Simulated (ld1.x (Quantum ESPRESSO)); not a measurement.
Which change was made? (Zr, RRKJ)

ld1.x (Quantum ESPRESSO) 7.5 input, shortened:

```
&input
   title='Zr', zed=40., rel=1, dft='PZ', iswitch=3,
   config='[Kr] 4d2 5s1 5p0'
 /
 &inputp
   pseudotype=2, tm=.false., rho0=0.02, lloc=1,
   nlcc=.false.
 /
3
5S  1  0   1.00   0.00  3.05  3.05  0.0
4D  3  2   2.00   0.00  1.70  1.70  0.0
5P  2  1   0.00   0.00  3.90  3.90  0.0
 &test
   configts(1)='4d2 5s1 5p0'
 /
```

Cutoffs, loose and tight: the cutoffs (Ry, on a coarse ladder) from which the occupation-weighted sum of valence levels, in a spherical-Bessel basis at the reference potential, stays within 10 and 1 mRy of its value at 400 Ry. They do not see the model core or the augmentation charge, which bear on the density cutoff. Test errors are all-electron minus pseudo excitation energies from the reference, over the configurations 4d2 5s2 5p0; 4d2 5s0 5p0; 4d1 5s0 5p0; 4d2.5 5s1.5 5p0; 4d3 5s0 5p0; 4d2 5s1 5p1; 4d2 5s1.5 5p0 (two spin-polarised tests are not counted in the largest error); variants that change the core or the reference have their own tests.

The base gives: outcome: generated; cutoff, loose: 30 Ry; cutoff, tight: 35 Ry; bound ghosts: none; largest test error (meV): +132.

Problem. After one change the result is: outcome: generated; cutoff, loose: 110 Ry; cutoff, tight: 140 Ry; bound ghosts: none; largest test error (meV): +122. Which change was it?
A. wave 4d (bound): rc 1.70 bohr becomes 4d (bound): rc 2.04 bohr
B. wave 4d (bound): rc 1.70 bohr becomes 4d (bound): rc 2.36 bohr
C. wave 4d (bound): rc 1.70 bohr becomes 4d (bound): rc 1.08 bohr
D. wave 4d (bound): rc 1.70 bohr becomes 4d (bound): rc 1.26 bohr

Solution. C. The others give: wave 4d (bound): rc 1.70 bohr becomes 4d (bound): rc 1.26 bohr → outcome: generated; cutoff, loose: 40 Ry; cutoff, tight: 60 Ry; bound ghosts: none; largest test error (meV): +126 | wave 4d (bound): rc 1.70 bohr becomes 4d (bound): rc 2.36 bohr → outcome: generated; cutoff, loose: 21 Ry; cutoff, tight: 30 Ry; bound ghosts: none; largest test error (meV): +152 | wave 4d (bound): rc 1.70 bohr becomes 4d (bound): rc 2.04 bohr → outcome: generated; cutoff, loose: 25 Ry; cutoff, tight: 35 Ry; bound ghosts: none; largest test error (meV): +137.
